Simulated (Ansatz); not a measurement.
Cost and result up the ladder for VS(OH)3 (VSO3H3) (8 atoms). Total charge 0; singlet. Geometry: r2SCAN-D4/def2-SVP.

```
atom   x (Å)   y (Å)   z (Å)
  V1  -0.018   0.010  -0.013
  S2   1.507  -0.786   1.044
  O3  -1.139  -1.250  -0.491
  H4  -1.002  -2.178  -0.256
  O5   0.596   0.800  -1.452
  H6   1.540   0.823  -1.665
  O7  -0.872   1.189   0.962
  H8  -0.612   1.392   1.871
```

Ansatz on 4 threads of Arm Neoverse V1 on a shared host. Times are rough, and most runs start from the orbitals of an earlier one. No level here is sound enough to serve as a yardstick. Binding counts from free atoms at the same level (V quartet, S triplet, O triplet, H doublet; other spins of the atoms weren't run), without zero-point energy or a counterpoise term.

Run but left out: HF/STO-3G, B2PLYP/def2-TZVP, PBE-QIDH/def2-TZVP (restricted singlet, unstable in another Hartree–Fock run and untested here); CCSD(T)/def2-TZVP (restricted singlet, unstable towards broken spin symmetry).

| level | functions | binding energy per atom (eV) | remarks |
| --- | --- | --- | --- |
| B97M-V/def2-TZVP | 193 | 4.02 | restricted SCF unstable in HF |
| CAM-B3LYP-D4/def2-TZVP | 193 | 3.88 | restricted SCF unstable in HF |
| PBE0-D4/def2-SVP | 106 | 3.88 | restricted SCF unstable in HF |
| r2SCAN0-D4/def2-TZVP | 193 | 3.75 | restricted SCF unstable in HF |

Question: Estimate how long each takes.

Answer: PBE0-D4/def2-SVP 1.6 s; CAM-B3LYP-D4/def2-TZVP 3.7 s; r2SCAN0-D4/def2-TZVP 6 s; B97M-V/def2-TZVP 8 s. On shared hardware such times vary by a factor of up to 3.
